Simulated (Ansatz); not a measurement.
Geometry optimisation, Ansatz, RKS PBE0-D4/def2-SVP.

The input (input.yaml):

```yaml
crystal:
  periodic: [false, false, false]
  atoms:
    - { symbol: C, position_ang: [0.62117, 1.36851, -3.49871] }
    - { symbol: C, position_ang: [0.09398, 1.14304, -2.43335] }
    - { symbol: In, position_ang: [-1.0287, 0.67485, -0.53021] }
    - { symbol: B, position_ang: [-1.53426, -0.23272, 1.67011] }
    - { symbol: C, position_ang: [-0.24291, -0.77492, 1.84392] }
    - { symbol: "N", position_ang: [0.79257, -0.63359, 0.82003] }
    - { symbol: H, position_ang: [1.09447, 1.56565, -4.42538] }
    - { symbol: H, position_ang: [-2.60199, -0.05959, 2.08284] }
    - { symbol: H, position_ang: [0.07784, -1.32691, 2.72973] }
    - { symbol: H, position_ang: [1.61066, -0.16935, 1.21545] }
    - { symbol: H, position_ang: [1.11718, -1.55496, 0.52556] }
basis:
  gaussian: { orbitals: def2-SVP }
hamiltonian:
  xc: pbe0
  dispersion: d4
relax:
  f_tol: 0.02
  max_steps: 50
output:
  orbitals: {}
```

Run as:

```bash
$ ansatz run input.yaml --threads 2 --pin off --max-ram 3072MiB --backend cpu --events-out ev --progress --plain --runs-dir out
```

**Question.** Where does it end, and by what steps?

**Answer.** The forces met the threshold. After 6 steps the energy has fallen by 0.390 eV; In3 moved furthest, 0.28 Å.

| step | energy less start (eV) | largest force component (eV/Å) | accepted |
| --- | --- | --- | --- |
| 0 | 0.0000 | 2.090 | yes |
| 1 | -0.2859 | 1.182 | yes |
| 2 | -0.1820 | 2.239 | no |
| 3 | -0.3727 | 0.392 | yes |
| 4 | -0.3874 | 0.126 | yes |
| 5 | -0.3891 | 0.108 | yes |
| 6 | -0.3898 | 0.018 | yes |

```xyz
11
Properties=species:S:1:pos:R:3
C 0.545 1.372 -3.425
C 0.067 1.058 -2.345
In -0.799 0.520 -0.490
B -1.540 -0.136 1.482
C -0.264 -0.741 1.807
N 0.833 -0.667 0.835
H 0.970 1.647 -4.374
H -2.605 -0.014 2.024
H -0.025 -1.268 2.742
H 1.654 -0.182 1.202
H 1.164 -1.589 0.543
```

Whether the end is a true minimum wasn't checked by a vibrational analysis.

Run time: 32 s on 2 threads of AMD EPYC 7B13 (Zen 3), with other jobs on the host, peak memory 0.33 GiB.
